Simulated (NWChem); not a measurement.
Species: FeH$_{2}$S$_{2}$, quintet; SMILES [SH][Fe][SH]

```xyz
5

Fe     0.0000     0.0000     0.0000
S     -0.0443    -2.2238     0.0000
H      1.2961    -2.4094     0.0000
S      0.0443     2.2238     0.0000
H     -1.2961     2.4094     0.0000
```
Atoms are numbered in this order, from 1.

Computed with NWChem. Pople sets run with spherical d functions. Spin-unrestricted. All runs use the structure optimised with PBE0/def2-SVP, spin-unrestricted. The spin multiplicity was typed, not searched, and may not be the lowest. No stability test was run on the SCF state.

For level PBE/3-21G:

```
Item                                                         Value
-----------------------------------------------------------  -----
highest occupied level (eV)                                  -5.88
lowest empty minus highest occupied level, either spin (eV)   0.84
```

Q: Estimate the same quantities for level PBE/6-31G*.

A: The highest occupied level (eV) is -5.48 and the lowest empty minus highest occupied level, either spin (eV) is 0.58.
